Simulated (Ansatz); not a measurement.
```yaml
crystal:
  periodic: [false, false, false]
  atoms:
    - {symbol: C, position_ang: [-0.805568, 0.172887, 1.349911]}
    - {symbol: N, position_ang: [-0.176164, 0.191121, 0.070994]}
    - {symbol: C, position_ang: [1.230371, -0.194436, -0.225607]}
    - {symbol: Si, position_ang: [-0.017720, -0.073607, -1.553120]}
    - {symbol: F, position_ang: [-0.104705, 1.142153, -2.576507]}
    - {symbol: H, position_ang: [-0.331333, 1.234191, 2.314976]}
    - {symbol: H, position_ang: [-0.381333, 0.934191, 2.014976]}
    - {symbol: H, position_ang: [-0.697220, -0.802249, 1.843114]}
    - {symbol: H, position_ang: [1.978625, 0.581615, -0.051472]}
    - {symbol: H, position_ang: [1.546429, -1.170223, 0.156875]}
    - {symbol: H, position_ang: [-0.635419, -1.218576, -2.247959]}
basis:
  gaussian: {orbitals: def2-TZVPD}
hamiltonian: {xc: {name: HF}}
correlation: {method: rpa}
```

```sh
$ ansatz run in.yaml --threads 4 --pin off --events-out ev --progress --plain --max-ram 10444MiB
```

Output, abridged:

```
Functional definition: HF
1679 factors; integrals over basis functions are off by at most 1.0e-3 eV
mean field evaluation 1: about -14193.9345 eV, gradient 4.2e1 eV
mean field evaluation 2: about -14194.0370 eV, gradient 4.2e1 eV
mean field evaluation 4: about -14198.2844 eV, gradient 4.8e0 eV
mean field evaluation 8: about -14198.3741 eV, gradient 4.8e-1 eV
mean field evaluation 16: about -14198.3761 eV, gradient 6.5e-7 eV
mean field -14198.37606563 eV, -521.7806964070 hartree, gradient 6.5e-7 eV, S^2 0.000000; 0 other end points of the search recorded, 0 dependent functions left out
9 core orbitals not correlated: weight in the atoms' cores, before any rotation towards them, 1.000 or more for the frozen orbitals, at most 0.000 for the correlated occupied ones
reference -14198.37606563 eV, -521.7806964070 hartree; 15, 15 occupied and 224, 224 virtual orbitals, 1679 factors
Total energy: -14227.49579266 eV, -522.8508266371 hartree
```

**Question.** What is wrong with this run?

**Answer.** One atom was put on top of another. The run converged. The result belongs to that input, not to the molecule as meant.
